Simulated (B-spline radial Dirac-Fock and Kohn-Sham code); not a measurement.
## X-ray form factors of barium in several charge states

These are calculated numbers from a B-spline atomic structure program; the model is Dirac-Fock orbitals of the configuration average with a finite nucleus.

Configurations: Ba¹⁵⁺ [Kr] 4d5; Ba¹⁷⁺ [Kr] 4d3; Ba¹⁹⁺ [Kr] 4d1; Ba²⁰⁺ [Ar] 3d10 4s2 4p6; Ba²¹⁺ [Ar] 3d10 4s2 4p5; Ba²³⁺ [Ar] 3d10 4s2 4p3. The first column is f₀ of Ba¹⁵⁺, the others are differences from it.

```
s (Å⁻¹)   Ba¹⁵⁺  Δ Ba¹⁷⁺  Δ Ba¹⁹⁺  Δ Ba²⁰⁺  Δ Ba²¹⁺  Δ Ba²³⁺
      0  41.000   -2.000   -4.000   -5.000   -6.000   -8.000
    0.1  40.370   -1.897   -3.804   -4.761   -5.722   -7.649
    0.2  38.586   -1.615   -3.265   -4.102   -4.955   -6.674
    0.3  35.937   -1.222   -2.508   -3.173   -3.867   -5.282
    0.4  32.807   -0.804   -1.692   -2.166   -2.677   -3.739
    0.5  29.577   -0.436   -0.958   -1.251   -1.585   -2.296
    0.7  23.880   +0.009   -0.033   -0.074   -0.140   -0.308
    0.9  19.821   +0.101   +0.198   +0.242   +0.287   +0.365
    1.1  17.055   +0.040   +0.094   +0.125   +0.171   +0.268
    1.4  13.981   -0.048   -0.091   -0.111   -0.121   -0.135
```
